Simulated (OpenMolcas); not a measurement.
Co2+ with its 6 nearest fluoride ions, on the Cd site of idealised cubic KCdF3 (a = 4.302 Å, distance in the model lattice 2.151 Å). The rest of the host is ab initio model potentials to 7.6 Å, with orthogonalisation functions on the cations behind the ligands, and point charges beyond; the distance is set by hand and nothing relaxes. Ligand basis ANO-RCC-VDZP.

```json
{
 "Program": "OpenMolcas 26.06",
 "Method": "CASSCF",
 "Basis": "ANO-RCC-VTZP [6s5p3d2f1g]",
 "Scalar Hamiltonian": "DKH2, point nucleus",
 "Active space": "7 electrons in 5 orbitals (3d)",
 "State averaging": "2S+1 = 4 even, 10 roots; 2S+1 = 2 even, 40 roots",
 "Spin-orbit coupling": "state interaction with AMFI integrals over the reference wave functions"
}
```

All ligands move together. At R = 2.089 Å |10Dq| is 5831 cm-1, and at R = 2.151 Å it is 4930 cm-1.

**Question.** A third run gives 6408 cm-1. What distance was it run at?

**Answer.** With a power law R^-n the two known points give n = -ln(4930 / 5831) / ln(2.151 / 2.089) = 5.74. Then R = 2.089 × (5831 / 6408)^(1/5.74) = 2.055 Å. The run was at 2.055 Å, so the estimate is off by 0 Å.

An orbital triplet at a regular site is open to Jahn-Teller coupling, which can distort the site and quench the lowest spin-orbit gaps and is left out. Without dynamic correlation the repulsion within the d shell is too large (B by tens of per cent), so at a given field states of lower spin stand too high. Ligand-to-metal charge-transfer states are missing. With no ligand orbital active B as a rule stays too high, so bands that hang on it stand too high and its fall with covalency is understated. With metal d orbitals alone and no dynamic correlation 10Dq can be off by a tenth to a fifth, either way, in oxide and fluoride hosts. No measured value stands beside these numbers; the geometry was set by hand and not optimised.
